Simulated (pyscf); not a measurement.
PySCF, gas phase, ωB97X-D3(BJ)/def2-SVP geometries.

### Question
How much does it cost (ΔH, 298 K, ωB97M-D3(BJ)/def2-TZVP) to split H₂B–O–Si(OH)(OH)–OH at its B–O bond into BH₂• + •O–Si(OH)(OH)–OH?

### Answer
B–O to BH₂• + •O–Si(OH)(OH)–OH: 642.6 kJ/mol. The 7 functionals that were run give +610.5 (r²SCAN) to +646.0 kJ/mol (M06-2X). The radicals are drawn with the spin at the cut bond; how far it spreads was not checked. Other isomers of •O–Si(OH)(OH)–OH were not searched in full and may lie lower.
